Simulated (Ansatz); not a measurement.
One change: `C[Se]C(O)F` becomes `C[SiH2]C(O)F`.

Ansatz, PBE0-D4/def2-TZVP geometries, multiplicity 1. Each molecule was computed in one conformer, which needn't be the lowest.

Scalar relativity is left out up to krypton.

```tsv
property	`C[Se]C(O)F`
LUMO energy (PBE0/def2-TZVPP) / eV	0.09
HOMO–LUMO gap (PBE/def2-TZVPP) / eV	4.42
HOMO–LUMO gap (B3LYP/def2-TZVPP) / eV	6.02
size of the dipole moment (PBE/def2-TZVPP) / D	2.96
LUMO energy (PBE/def2-TZVPP) / eV	-0.83
HOMO energy (PBE0/def2-TZVPP) / eV	-6.43
```

What does the change do to each property? (Best estimate.)

Computed: 
| property | `C[SiH2]C(O)F` | shift |
| --- | --- | --- |
| LUMO energy (PBE0/def2-TZVPP) / eV | 0.61 | 0.52 |
| HOMO–LUMO gap (PBE/def2-TZVPP) / eV | 6.49 | 2.07 |
| HOMO–LUMO gap (B3LYP/def2-TZVPP) / eV | 8.34 | 2.32 |
| size of the dipole moment (PBE/def2-TZVPP) / D | 1.02 | -1.94 |
| LUMO energy (PBE/def2-TZVPP) / eV | -0.25 | 0.58 |
| HOMO energy (PBE0/def2-TZVPP) / eV | -8.25 | -1.82 |

With PBE0 the HOMO falls by 1.82 eV and the LUMO rises by 0.52 eV, so the gap widens by about 2.34 eV. PBE moves the HOMO by -1.49 eV and ωB97M-V by -1.92 eV. Dipoles are sizes alone; their direction can turn.

B3LYP here is the variant with VWN-RPA as its local correlation; programs differ in this.

Spin–orbit coupling is left out; it splits and shifts lone-pair levels of the heavy atoms by tenths of an eV.
